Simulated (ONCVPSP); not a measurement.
**What one change does to a pseudopotential (nitrogen, ONCV)**

```json
{
 "Element": "N (Z = 7)",
 "Generator": "ONCVPSP 4.0.1",
 "Type": "optimised norm-conserving Vanderbilt (ONCV)",
 "Functional": "PBE",
 "Relativity": "non-relativistic",
 "Frozen core": "[He]",
 "Valence charge": "5",
 "Reference configuration": "2s2 2p2 (charge +1)",
 "Partial waves": "2s: rc 0.85 bohr, ncon 4, nbas 7, qcut 7.4 1/bohr, 3 projectors, debl 3.3 Ha; 2p: rc 1.20 bohr, ncon 3, nbas 7, qcut 8.2 1/bohr, 3 projectors, debl 0.5 Ha; d scattering state at 0.29 Ha: rc 1.05 bohr, ncon 4, nbas 7, qcut 8.1 1/bohr, 2 projectors, debl 1.1 Ha",
 "Local potential": "polynomial inside 0.80 bohr (lpopt 5, dvloc0 0 Ha)",
 "Core correction": "none"
}
```

In the p channel the program set the typed energies aside and used -0.760, 0.250, 0.750 Ha.

Change: local potential polynomial inside 0.55 bohr (lpopt 5, dvloc0 0 Ha).

Cutoffs: the cutoffs (Ha) at which the residual kinetic energy of the hardest occupied pseudo-wave falls to 1 and 0.1 mHa per electron; they do not see the model core or the augmentation charge, which bear on the density cutoff. Errors are all-electron minus pseudo energies relative to the spin-unpolarised reference configuration.

Task: How do hardness, ghosts and transferability respond?

Result: The potential gets neither clearly harder nor softer (31 Ha and 116 Ha → 31 Ha and 116 Ha); the bound ghosts move from p, s to s; the errors of the 4 common tests hardly move. In the separable form a ghost depends on how the local part lies against the semilocal potential of the channel, so the choice of the local part can create or remove one.

| quantity | base | changed |
| --- | --- | --- |
| cutoff, loose | 31 Ha | 31 Ha |
| cutoff, tight | 116 Ha | 116 Ha |
| bound ghosts | s, p | s |
| GHOST(+) flags under 300 eV | none | d at 238.0 eV |
| error for 2s2 2p3, meV [ΔE -13.60 eV] | +12 | +12 |
| error for 2s2 2p1, meV [ΔE 28.86 eV] | +48 | +48 |
| error for 2s2 2p0, meV [ΔE 75.94 eV] | +376 | +376 |
| error for 2s1 2p3, meV [ΔE 11.75 eV] | +12 | +13 |
| s: phases at 0.86 bohr within 0.05 rad from the reference energy up to (Ha; the scan ends near 5) | to the end of the scan | to the end of the scan |
| p: phases at 1.22 bohr within 0.05 rad from the reference energy up to (Ha; the scan ends near 5) | to the end of the scan | to the end of the scan |
| d: phases at 1.06 bohr within 0.05 rad from the reference energy up to (Ha; the scan ends near 5) | to the end of the scan | to the end of the scan |

 A true bound ghost makes a file unfit for plane-wave use even where its test errors are small: the radial tests pick states by their node count and pass the ghost by.
